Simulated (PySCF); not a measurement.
**Be (beryllium, neutral) across methods**

[He] 2s1 3d1, high-spin 3D determinant (an excited configuration). Computed with PySCF 2.14 in dyall-av3z (15s9p4d2f, 76 functions), with scalar relativity by spin-free X2C-1e. The B2PLYP total includes its PT2 part (frozen core); its orbital energies are those of the SCF part.

```csv
method,E (hartree),mean ε 1s β (eV),mean ε 2s α (eV),mean ε 3d α (eV),Σ⟨r²⟩ (bohr²),⟨S²⟩
wB97X,-14.3623,-119.68,-12.213,-0.685,36.96,2.000
LC-wPBE,-14.3351,-117.96,-12.797,-0.728,36.70,2.000
LDA,-14.1585,-110.67,-9.134,0.626,36.81,2.000
PBE,-14.3468,-111.97,-9.220,0.453,36.86,2.000
PBE0,-14.3481,-117.66,-10.199,0.184,36.90,2.000
B2PLYP,-14.3477,-124.00,-11.052,0.104,37.04,2.000
UHF,-14.29278,-133.92,-12.767,-0.364,37.18,2.000
r2SCAN,-14.3641,-114.37,-9.437,0.585,36.98,2.000
TPSSh,-14.3792,-115.69,-9.649,0.411,36.92,2.000
```

The outer electron is Rydberg-like, and this basis confines it to a smaller radius and binds it less than a complete one would.

The highest occupied level is positive at LDA, PBE, PBE0, B2PLYP, r2SCAN, TPSSh: only the finite basis holds that electron, which in a density functional comes from self-interaction.
